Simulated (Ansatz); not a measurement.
Cost and result for the atomization energy of H$_{5}$NO$_{2}$SSi, SMILES `N[Si](O)(O)S` (10 atoms, 9 bonds).

```xyz
10

N     1.248    0.184    0.763
Si   -0.089   -0.094   -0.246
O    -0.893   -1.279    0.552
O     0.380   -0.478   -1.765
S    -1.376    1.555   -0.678
H     1.885    0.942    0.588
H     1.189   -0.047    1.741
H    -1.789   -1.445    0.257
H     1.097   -1.111   -1.831
H    -1.652    1.773    0.619
```

The species carries charge 0 and has multiplicity 1. The structure was optimised at the PBE0-D4/def2-TZVP level. It is one conformer, not always the lowest. Program: Ansatz. All runs use 4 threads of an Arm Neoverse V1 on a shared host. Times are those of one run each, without the atoms' runs, and a repeat can differ threefold. Electronic energies, without spin–orbit coupling; frozen cores. CCSD(T)/CBS adds CCSD(T) − MP2 in def2-TZVPP to the MP2 limit, and its time is that of the two runs behind it. T1 = 0.011.

CCSD(T)/CBS is a level of theory with its own doubt, some kJ/mol a heavy atom from the limit and from the frozen cores, so smaller differences don't rank the functionals.

```tsv
level	functions	wall time	atomization (kJ/mol)	difference from CCSD(T)/CBS	per bond
BLYP-D4/def2-TZVPP	247	2.4 s	3729.4	-27.4	-3.0
PBE-D4/def2-TZVPP (with forces)	247	2.8 s	3788.5	31.7	3.5
PBE0-D4/def2-TZVPP	247	3.4 s	3700.0	-56.8	-6.3
BHLYP-D4/def2-TZVPP	247	3.7 s	3587.0	-169.8	-18.9
CCSD(T)/def2-SVP	103	4.8 s	3377.6	-379.2	-42.1
r2SCANh-D4/def2-TZVPP	247	6.5 s	3701.1	-55.7	-6.2
B2PLYP/def2-TZVPP	247	6.5 s	3684.3	-72.5	-8.1
ωB97X-V/def2-TZVPP	247	9 s	3752.1	-4.7	-0.5
B97M-V/def2-TZVPP	247	9.5 s	3742.1	-14.7	-1.6
ωB97M-V/def2-TZVPP (with forces)	247	13 s	3760.9	4.1	0.4
MP2/def2-QZVPP	461	22 s	3793.4	36.6	4.1
CCSD(T)/def2-TZVPP	247	2.8 min	3621.3	-135.5	-15.1
CCSD(T)/CBS(def2)	–	3.2 min	3756.8	0.0	0.0
```

At CCSD(T), def2-SVP lies −379.3 kJ/mol from the extrapolated value and def2-TZVPP −135.5 kJ/mol: correlation converges slowly with the basis, and small sets miss more of it in the bonded molecule than in its fragments. The D4 term adds +39.2 kJ/mol with B3LYP and +20.5 kJ/mol with PBE0; it sums over pairs of atoms, weighted by their polarisabilities, and B3LYP, whose exchange is more repulsive, gets the larger term. From BLYP to BHLYP (50 % exact exchange), in def2-TZVPP and without D4, the atomization energy moves by −119.7 kJ/mol: exact exchange takes away binding that semilocal exchange gives to molecules.

B3LYP here is the variant with VWN-RPA as its local correlation; programs differ in this.
